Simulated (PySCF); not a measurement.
C₂H₉FOSi₂. Atoms are numbered in the order given.

```xyz
15

C      2.8393    -0.3172     0.2563
Si     1.8529     0.1717    -1.2598
C      0.0952     0.6603    -0.7260
O     -0.4553    -0.4431     0.0076
Si    -2.0018    -0.4651     0.5836
F     -2.1789     0.6591     1.7430
H      2.9717     0.5400     0.9356
H      3.8368    -0.7006    -0.0084
H      2.2991    -1.1052     0.8044
H      2.4654     1.3414    -1.9671
H      1.7546    -0.9688    -2.2213
H      0.1238     1.5684    -0.0919
H     -0.5360     0.9047    -1.6037
H     -2.9725    -0.1146    -0.4887
H     -2.2132    -1.8033     1.1785
```
Charge 0, spin multiplicity 1.

Geometry optimised at r2SCAN-D4/def2-SVP. This is a generated structure with no PubChem entry under its InChIKey; it may be hypothetical. The values are those of a single conformer.

All values below come from r2SCAN-D4/def2-SVP run with PySCF.

Frequencies are harmonic and unscaled.

```json
[
 {"mode": "1", "ν (cm⁻¹)": "20", "IR (km/mol)": "0.8", "moving atoms (share of kinetic energy)": "F 36 %, C 25 %, O 24 %, H 13 %"},
 {"mode": "2", "ν (cm⁻¹)": "57", "IR (km/mol)": "2.2", "moving atoms (share of kinetic energy)": "F 33 %, H 27 %, Si 23 %, C 13 %"},
 {"mode": "3", "ν (cm⁻¹)": "85", "IR (km/mol)": "0.7", "moving atoms (share of kinetic energy)": "C 39 %, H 23 %, O 19 %, Si 12 %"},
 {"mode": "4", "ν (cm⁻¹)": "134", "IR (km/mol)": "1.3", "moving atoms (share of kinetic energy)": "H 67 %, C 14 %, Si 8 %"},
 {"mode": "5", "ν (cm⁻¹)": "170", "IR (km/mol)": "3.0", "moving atoms (share of kinetic energy)": "O 37 %, H 30 %, C 16 %, Si 15 %"},
 {"mode": "6", "ν (cm⁻¹)": "176", "IR (km/mol)": "0.4", "moving atoms (share of kinetic energy)": "H 61 %, C 18 %, Si 15 %"},
 {"mode": "7", "ν (cm⁻¹)": "251", "IR (km/mol)": "4.5", "moving atoms (share of kinetic energy)": "Si 35 %, H 33 %, C 18 %"},
 {"mode": "8", "ν (cm⁻¹)": "351", "IR (km/mol)": "18.8", "moving atoms (share of kinetic energy)": "O 40 %, Si 30 %, F 23 %"},
 {"mode": "9", "ν (cm⁻¹)": "478", "IR (km/mol)": "10.0", "moving atoms (share of kinetic energy)": "H 84 %, Si 14 %"},
 {"mode": "10", "ν (cm⁻¹)": "583", "IR (km/mol)": "2.0", "moving atoms (share of kinetic energy)": "H 78 %, C 10 %, Si 10 %"},
 {"mode": "11", "ν (cm⁻¹)": "626", "IR (km/mol)": "5.4", "moving atoms (share of kinetic energy)": "H 71 %, C 21 %"},
 {"mode": "12", "ν (cm⁻¹)": "684", "IR (km/mol)": "7.7", "moving atoms (share of kinetic energy)": "H 43 %, C 43 %, Si 13 %"},
 {"mode": "13", "ν (cm⁻¹)": "703", "IR (km/mol)": "125.7", "moving atoms (share of kinetic energy)": "H 63 %, Si 22 %, C 8 %"},
 {"mode": "14", "ν (cm⁻¹)": "754", "IR (km/mol)": "0.4", "moving atoms (share of kinetic energy)": "H 87 %"},
 {"mode": "15", "ν (cm⁻¹)": "761", "IR (km/mol)": "12.5", "moving atoms (share of kinetic energy)": "H 42 %, C 34 %, Si 21 %"},
 {"mode": "16", "ν (cm⁻¹)": "805", "IR (km/mol)": "37.5", "moving atoms (share of kinetic energy)": "O 34 %, C 20 %, H 19 %, Si 17 %, F 10 %"},
 {"mode": "17", "ν (cm⁻¹)": "845", "IR (km/mol)": "32.2", "moving atoms (share of kinetic energy)": "H 64 %, C 27 %, Si 8 %"},
 {"mode": "18", "ν (cm⁻¹)": "870", "IR (km/mol)": "13.5", "moving atoms (share of kinetic energy)": "F 42 %, H 35 %, Si 17 %"},
 {"mode": "19", "ν (cm⁻¹)": "882", "IR (km/mol)": "40.4", "moving atoms (share of kinetic energy)": "H 77 %, C 17 %"},
 {"mode": "20", "ν (cm⁻¹)": "901", "IR (km/mol)": "354.8", "moving atoms (share of kinetic energy)": "H 74 %, Si 16 %, C 9 %"},
 {"mode": "21", "ν (cm⁻¹)": "944", "IR (km/mol)": "141.0", "moving atoms (share of kinetic energy)": "H 94 %"},
 {"mode": "22", "ν (cm⁻¹)": "955", "IR (km/mol)": "132.6", "moving atoms (share of kinetic energy)": "H 87 %, Si 11 %"},
 {"mode": "23", "ν (cm⁻¹)": "976", "IR (km/mol)": "236.7", "moving atoms (share of kinetic energy)": "H 63 %, Si 27 %"},
 {"mode": "24", "ν (cm⁻¹)": "1114", "IR (km/mol)": "265.4", "moving atoms (share of kinetic energy)": "O 60 %, C 31 %"},
 {"mode": "25", "ν (cm⁻¹)": "1235", "IR (km/mol)": "5.5", "moving atoms (share of kinetic energy)": "H 91 %"},
 {"mode": "26", "ν (cm⁻¹)": "1253", "IR (km/mol)": "27.9", "moving atoms (share of kinetic energy)": "H 78 %, C 21 %"},
 {"mode": "27", "ν (cm⁻¹)": "1286", "IR (km/mol)": "1.2", "moving atoms (share of kinetic energy)": "H 74 %, C 24 %"},
 {"mode": "28", "ν (cm⁻¹)": "1428", "IR (km/mol)": "5.2", "moving atoms (share of kinetic energy)": "H 96 %"},
 {"mode": "29", "ν (cm⁻¹)": "1433", "IR (km/mol)": "3.7", "moving atoms (share of kinetic energy)": "H 96 %"},
 {"mode": "30", "ν (cm⁻¹)": "1450", "IR (km/mol)": "10.6", "moving atoms (share of kinetic energy)": "H 94 %"},
 {"mode": "31", "ν (cm⁻¹)": "2203", "IR (km/mol)": "137.3", "moving atoms (share of kinetic energy)": "H 97 %"},
 {"mode": "32", "ν (cm⁻¹)": "2218", "IR (km/mol)": "114.5", "moving atoms (share of kinetic energy)": "H 97 %"},
 {"mode": "33", "ν (cm⁻¹)": "2245", "IR (km/mol)": "125.3", "moving atoms (share of kinetic energy)": "H 97 %"},
 {"mode": "34", "ν (cm⁻¹)": "2296", "IR (km/mol)": "124.0", "moving atoms (share of kinetic energy)": "H 96 %"},
 {"mode": "35", "ν (cm⁻¹)": "2986", "IR (km/mol)": "27.8", "moving atoms (share of kinetic energy)": "H 95 %"},
 {"mode": "36", "ν (cm⁻¹)": "3040", "IR (km/mol)": "2.4", "moving atoms (share of kinetic energy)": "H 97 %"},
 {"mode": "37", "ν (cm⁻¹)": "3047", "IR (km/mol)": "19.2", "moving atoms (share of kinetic energy)": "H 90 %, C 10 %"},
 {"mode": "38", "ν (cm⁻¹)": "3146", "IR (km/mol)": "2.8", "moving atoms (share of kinetic energy)": "H 91 %, C 9 %"},
 {"mode": "39", "ν (cm⁻¹)": "3152", "IR (km/mol)": "1.8", "moving atoms (share of kinetic energy)": "H 91 %, C 9 %"}
]
```
